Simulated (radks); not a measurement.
Question: These are the eigenvalues of the occupied orbitals of an atom or ion with whole-number occupations (hartree). Calculated with a radial shooting solver on a logarithmic mesh with Libxc functionals: scalar-relativistic Kohn-Sham, PBE, spin-unpolarised, spherical densities, point nucleus.

1s: -660.9351
2s: -96.51099
2p: -86.70209
3s: -20.45704
3p: -17.25311
3d: -11.99935
4s: -6.86668
4p: -5.91460

Which element is it, and in what charge state? The configuration may be excited.

Answer: Z = 40, zirconium, charge +9: Zr9+ in [Ar] 3d10 4s2 4p1. The list shows which subshells hold electrons but not how many an open one holds; the 1s level, -660.94 hartree, gives Z - s = 36.4 by -(Z - s)^2/2, which with screening and relativity narrows Z to a few neighbours, and the depths of the outer levels then fix element, charge and occupations together.
